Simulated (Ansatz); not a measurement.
Geometry optimisation, RKS PBE-D4/def2-SVP (Ansatz 0.2.0).

Input:

```yaml
crystal:
  periodic: [false, false, false]
  atoms:
    - { symbol: B, position_ang: [-0.8308, 1.4172, -0.3584] }
    - { symbol: "N", position_ang: [-0.8298, -0.0084, 0.0308] }
    - { symbol: Sn, position_ang: [0.3037, -0.1335, 1.7155] }
    - { symbol: Sn, position_ang: [0.2735, -0.9994, -1.4517] }
    - { symbol: H, position_ang: [-1.1523, 2.2597, 0.4332] }
    - { symbol: H, position_ang: [-1.237, 1.7559, -1.4634] }
    - { symbol: H, position_ang: [1.9457, 0.5384, 1.4019] }
    - { symbol: H, position_ang: [0.5411, -1.7988, 2.1823] }
    - { symbol: H, position_ang: [-0.4199, 0.7799, 3.0676] }
    - { symbol: H, position_ang: [1.7904, -0.2975, -1.6108] }
    - { symbol: H, position_ang: [-0.692, -0.8838, -2.9342] }
    - { symbol: H, position_ang: [0.3845, -2.6849, -0.9788] }
basis:
  gaussian: { orbitals: def2-SVP }
hamiltonian:
  xc: pbe
  dispersion: d4
relax:
  f_tol: 0.02
  max_steps: 50
```

Run as:

```bash
$ ansatz run input.yaml --threads 2 --pin off --max-ram 3072MiB --backend cpu --events-out ev --progress --plain --runs-dir out
```

Problem. Where does it end, and by what steps?

Solution. The forces met the threshold. The force dipped under the threshold on the way, but the program's further checks kept it going. After 17 steps the energy has fallen by 1.058 eV; N2 moved furthest, 0.65 Å. Parted: Sn3–Sn4.

```
step  energy less start (eV)  largest force component (eV/Å)  accepted
   0                  0.0000                           2.782       yes
   1                 -0.7044                           2.143       yes
   2                 -0.8973                           1.160       yes
   3                 -1.0100                           0.391       yes
   4                 -1.0501                           0.145       yes
   5                 -1.0549                           0.041       yes
   6                 -1.0553                           0.011       yes
   7                 -1.0555                           0.034       yes
   8                 -1.0542                           0.140        no
   9                 -1.0558                           0.030       yes
  10                 -1.0558                           0.046       yes
  11                 -1.0563                           0.028       yes
  12                 -1.0565                           0.025       yes
  13                 -1.0567                           0.018       yes
  14                 -1.0571                           0.017       yes
  15                 -1.0572                           0.037       yes
  16                 -1.0574                           0.027       yes
  17                 -1.0577                           0.005       yes
```

```xyz
12
Properties=species:S:1:pos:R:3
B -1.161 1.308 -0.313
N -0.247 0.268 -0.062
Sn 0.512 -0.014 1.871
Sn 0.372 -0.979 -1.628
H -1.521 2.046 0.597
H -1.604 1.482 -1.442
H 2.207 0.331 1.823
H 0.265 -1.678 2.275
H -0.349 1.057 2.905
H 2.054 -0.679 -1.905
H -0.601 -0.588 -2.992
H 0.150 -2.610 -1.094
```

Whether the end is a true minimum wasn't checked by a vibrational analysis.

Time of the run: 49 s on 2 threads of Arm Neoverse V2, on a shared host, peak memory 0.17 GiB.
